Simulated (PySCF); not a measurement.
**Correlation energy of Pb (lead, neutral)**

[Xe] 4f14 5d10 6s2 6p2, high-spin 3P determinant. Computed with PySCF 2.14 in def2-SVP with the def2 core potential (60 electrons), with a scalar-relativistic core potential. Frozen: 5s2 5p6 5d10; 4 electrons correlated.

MP2 pair energies summed by pair of shells (mhartree):

| pair | energy | share (%) |
| --- | --- | --- |
| 6s-6p | -16.57 | 58.2 |
| 6s-6s | -9.18 | 32.2 |
| 6p-6p | -2.73 | 9.6 |

Total MP2 correlation energy: -28.48 mhartree.

Same-spin part -5.50 and opposite-spin part -22.98 mhartree; SCS-MP2 scales them by 1/3 and 6/5 to -29.41 mhartree.

```
  level  correlation energy (mhartree)
   CCSD                         -39.13
    (T)                          -0.35
CCSD(T)                         -39.48
```

Diagnostics: T1 = 0.0070, D1 = 0.0165, largest double amplitude 0.071.

Spin-orbit coupling is strong in this species (close to jj coupling), so the high-spin LS determinant is a model state, not a physical level.

Cost of the coupled-cluster step: 0.07 s of wall time on 1 thread of Intel(R) Xeon(R) Platinum 8488C (shared host), for 4 correlated electrons.

Spin-orbit coupling is strong in this species, so the high-spin LS determinant is a model state.
